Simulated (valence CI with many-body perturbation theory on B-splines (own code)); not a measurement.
# Ni¹⁴⁺: E2, M1, M2 decay

Method: valence CI with perturbative core correlation (CI+MBPT): four valence electrons over a frozen Dirac-Fock core [Ne], radial functions for each j: 11 s, 11 p, 9 d, 7 f, 5 g, 2 h, 1 i, with the one-electron correlation potential Σ1, the two-electron term Σ2, the three-electron term Σ3, Breit, model QED; selected CI, second order for the rest (own B-spline code, finite nucleus).

No measured levels were compared; by estimate levels of excited configurations hold to 0.05 to 0.15 % of their energy, terms of the ground configuration to about 0.5 %.

Lines 1 to 12 of 12 in falling wavelength, among levels below 942230 cm⁻¹, chosen from the decays that carry over 1 % of a level's rate. Wavelengths and rates use the calculated energies, so an error of 200 cm⁻¹ moves a line at 2813 Å by 0.56 % and its rate by three times that or more. Electric multipoles are in the length gauge, E1 and E2 with the static RPA response of the core. S is in atomic units (e²a₀⁴ for E2 and M2, e²a₀⁶ for E3), for M1 in squared Bohr magnetons. Weak lines are less certain than strong ones. Lines between different terms over intervals too small for the method are left out, as are lines whose strength nearly cancels.

| λ vac (Å) | Upper | Lower | Type | A (s⁻¹) | S (a.u.) |
| --- | --- | --- | --- | --- | --- |
| 8008 | 3s²3p² ³P_2 | 3s²3p² ³P_1 | M1 | 2.25e+01 | 2.14e+00 |
| 6705 | 3s²3p² ³P_1 | 3s²3p² ³P_0 | M1 | 5.67e+01 | 1.90e+00 |
| 6498 | 3s²3p3d ³F°_4 | 3s²3p3d ³F°_3 | M1 | 7.30e+01 | 6.68e+00 |
| 2813 | 3s²3p² ¹D_2 | 3s²3p² ³P_2 | M1 | 2.29e+02 | 9.45e-01 |
| 2082 | 3s²3p² ¹D_2 | 3s²3p² ³P_1 | M1 | 2.20e+02 | 3.68e-01 |
| 1031 | 3s²3p² ¹S_0 | 3s²3p² ³P_1 | M1 | 2.64e+03 | 1.07e-01 |
| 759.0 | 3s²3p3d ³F°_4 | 3s3p³ ³P°_2 | E2 | 1.99e+01 | 4.03e-02 |
| 562.8 | 3s²3p3d ³F°_4 | 3s3p³ ³D°_3 | M1 | 2.32e+01 | 1.38e-03 |
| 562.8 | 3s²3p3d ³F°_4 | 3s3p³ ³D°_3 | E2 | 7.09e+00 | 3.22e-03 |
| 547.1 | 3s²3p3d ³F°_4 | 3s3p³ ³D°_2 | E2 | 1.86e+01 | 7.34e-03 |
| 378.9 | 3s²3p3d ³F°_4 | 3s3p³ ⁵S°_2 | E2 | 8.79e+00 | 5.52e-04 |
| 219.5 | 3s²3p3d ³F°_4 | 3s²3p² ¹D_2 | M2 | 6.09e+01 | 2.49e-04 |
